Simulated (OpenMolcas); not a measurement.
**SiCNCl2F (SMILES N#C[Si](F)(Cl)Cl): the vertical ionisation energy, rung by rung**

SiCNCl2F: 6 atoms, total charge 0, spin state singlet. SMILES: `N#C[Si](F)(Cl)Cl`. The shape is that of a PBE0-D4/def2-TZVP optimisation.

Each level gives the vertical ionisation energy (to the doublet cation) (eV). The values are calculated.

```
         level             kind     program  value (eV)  CPU time (all runs)
 SVWN5/cc-pVDZ              LDA  OpenMolcas       11.77              1.8 min
   PBE/cc-pVDZ              GGA  OpenMolcas       11.60              3.7 min
  TPSS/cc-pVDZ         meta-GGA  OpenMolcas       11.65              3.9 min
r2SCAN/cc-pVDZ         meta-GGA  OpenMolcas       11.96              4.1 min
 B3LYP/cc-pVDZ    global hybrid  OpenMolcas       12.05              2.1 min
 BHLYP/cc-pVDZ    global hybrid  OpenMolcas       12.58              2.3 min
M06-2X/cc-pVDZ  hybrid meta-GGA  OpenMolcas       12.66              3.2 min
  PBE0/cc-pVDZ    global hybrid  OpenMolcas       12.22                2 min
```

The values span 11.60 to 12.66 eV. Times are those of the runs behind each value, whatever else they computed, on shared processors of several kinds: orders of magnitude only.
